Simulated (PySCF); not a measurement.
Delta-SCF ions had no search for a lower state. Excitations are Tamm–Dancoff values on a coarser integration grid. The basis has no diffuse functions, so Rydberg states are missing or too high.

C$_{3}$H$_{2}$F$_{2}$, SMILES `C#CC(F)F` (charge 0, multiplicity 1)

Calculation: PBE-D3(BJ)/def2-TZVP (PySCF).

The HOMO is -7.63 eV. The dipole moment comes out as 2.14 D, the HOMO–LUMO gap is 6.26 eV and the LUMO is -1.36 eV. The S1 excitation (TDA) is 6.33 eV. The S1 oscillator strength is 0.000, the T1 excitation (TDA) is 5.15 eV and the S1–T1 gap (TDA) is 1.19 eV. The vertical ionisation energy (Delta-SCF) comes out as 11.28 eV and the total energy comes out as -314.9243 Ha. The cost is about 70 core-seconds (a rough figure).

Bonds (Å): C1–C2 1.209, C1–H6 1.072, C2–C3 1.459, C3–F4 1.378, C3–F5 1.378, C3–H7 1.103. Bond angles (°): C2–C1–H6 179.2, C1–C2–C3 177.5, C2–C3–F4 110.5, C2–C3–F5 110.5, C2–C3–H7 112.5, F4–C3–F5 107.5, F4–C3–H7 107.8, F5–C3–H7 107.8.
